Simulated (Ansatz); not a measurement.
Geometry optimisation, RKS BHLYP-D4/6-31G* in Ansatz 0.2.0.

The input (input.yaml):

```yaml
crystal:
  periodic: [false, false, false]
  atoms:
    - { symbol: "N", position_ang: [-0.56824, 1.26129, -0.38537] }
    - { symbol: Si, position_ang: [0.38228, -0.16812, -0.37236] }
    - { symbol: "N", position_ang: [0.09949, -0.86187, 1.17364] }
    - { symbol: Cl, position_ang: [-0.28712, -1.23408, -1.96927] }
    - { symbol: H, position_ang: [-0.7477, 1.73053, -1.25704] }
    - { symbol: H, position_ang: [-0.45204, 1.92648, 0.35981] }
    - { symbol: H, position_ang: [1.83094, -0.06228, -0.50586] }
    - { symbol: H, position_ang: [0.58627, -1.70442, 1.42882] }
    - { symbol: H, position_ang: [-0.84388, -0.88754, 1.52763] }
basis:
  gaussian: { orbitals: "6-31G*" }
hamiltonian:
  xc: { name: BHLYP }
  dispersion: d4
relax:
  f_tol: 0.015
  max_steps: 40
output:
  orbitals: {}
```

Run as:

```bash
$ ansatz run input.yaml --threads 1 --pin off --max-ram 2048MiB --backend cpu --events-out ev --progress --plain --runs-dir out
```

**Question.** Where does it end, and by what steps?

**Answer.** The forces met the threshold. After 7 steps the energy has fallen by 0.058 eV; H8 moved furthest, 0.16 Å.

```json
{"step": "0", "energy less start (eV)": "0.0000", "largest force component (eV/Å)": "1.300", "accepted": "yes"}
{"step": "1", "energy less start (eV)": "-0.0408", "largest force component (eV/Å)": "0.358", "accepted": "yes"}
{"step": "2", "energy less start (eV)": "-0.0500", "largest force component (eV/Å)": "0.127", "accepted": "yes"}
{"step": "3", "energy less start (eV)": "-0.0527", "largest force component (eV/Å)": "0.201", "accepted": "yes"}
{"step": "4", "energy less start (eV)": "-0.0562", "largest force component (eV/Å)": "0.267", "accepted": "yes"}
{"step": "5", "energy less start (eV)": "-0.0567", "largest force component (eV/Å)": "0.095", "accepted": "yes"}
{"step": "6", "energy less start (eV)": "-0.0580", "largest force component (eV/Å)": "0.021", "accepted": "yes"}
{"step": "7", "energy less start (eV)": "-0.0580", "largest force component (eV/Å)": "0.011", "accepted": "yes"}
```

```xyz
9
Properties=species:S:1:pos:R:3
N -0.502 1.303 -0.396
Si 0.361 -0.160 -0.343
N 0.060 -0.891 1.159
Cl -0.307 -1.194 -2.022
H -0.803 1.712 -1.260
H -0.428 1.971 0.348
H 1.823 -0.137 -0.496
H 0.674 -1.602 1.514
H -0.879 -1.002 1.496
```

Whether the end is a true minimum wasn't checked by a vibrational analysis.

The run took 33 s on 1 thread of Arm Neoverse V1, on a shared host, peak memory 0.16 GiB.
